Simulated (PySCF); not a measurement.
Molecule: `CCO[C@@H](C)[S@](=O)[O-]`, [C4H9O3S]-.

Cartesian coordinates in Å; atom numbers follow the order of the lines, from 1:
```xyz
17

C     2.573    0.516    0.484
C     1.371    0.101   -0.351
O     0.351   -0.349    0.513
C    -0.914   -0.446   -0.127
C    -1.907   -1.055    0.836
S    -1.602    1.298   -0.686
O    -3.021    0.934   -0.974
O    -0.815    1.535   -1.938
H     3.390    0.825   -0.165
H     2.301    1.344    1.133
H     2.903   -0.316    1.104
H     1.009    0.939   -0.958
H     1.655   -0.717   -1.039
H    -0.830   -1.036   -1.053
H    -2.904   -0.866    0.442
H    -1.808   -0.566    1.803
H    -1.758   -2.129    0.967
```

Total charge -1.

Frames of a GFN2-xTB Langevin trajectory at 600 K; GIAO PBE0/pcSseg-1 shieldings in PySCF 2.14.0 with density-fitted response routines, gas phase, non-relativistic; equivalent atoms averaged within each frame.

Shifts are taken against calculated references (same method and geometry level): TMS for 13C (σ = 186.93 ppm), 1H (σ = 31.72 ppm); H2O for 17O (σ = 336.08 ppm); 33S (σ = 503.73 ppm) against CS2. The references are static minima.

Question: How do the shifts (ppm) fluctuate along the trajectory?

Answer: 
```
         time (fs)     C4    C2    C1    C5     O7     O8     O3   S6   H12    H13
optimised geometry  112.6  66.0  18.8  18.8  211.1  220.4   73.1  485  6.40   3.18
               250  130.0  71.5  22.0  14.8  265.3  251.3   92.8  581  5.19   4.18
               425  107.6  68.1  22.5  24.7  231.7  242.3   64.2  486  3.62   5.22
               625  125.2  67.2  21.4  23.3  243.3  278.1  110.8  559  2.39   6.26
               800  135.1  68.4  12.5  14.2  203.9  267.3   80.4  463  4.51   5.94
              1000   98.0  65.1  14.8  23.0  187.0  196.3   75.0  468  3.31  10.49
    mean of frames  119.2  68.1  18.6  20.0  226.2  247.1   84.7  511  3.80   6.42
standard deviation   15.8   2.3   4.6   5.1   31.2   31.6   17.9   55  1.08   2.41
```

5 frames give an uncertainty of the mean of about the standard deviation over 2.2 at best, since frames this close in time may not be independent; classical motion lacks zero-point vibration, and the reference would need the same averaging.
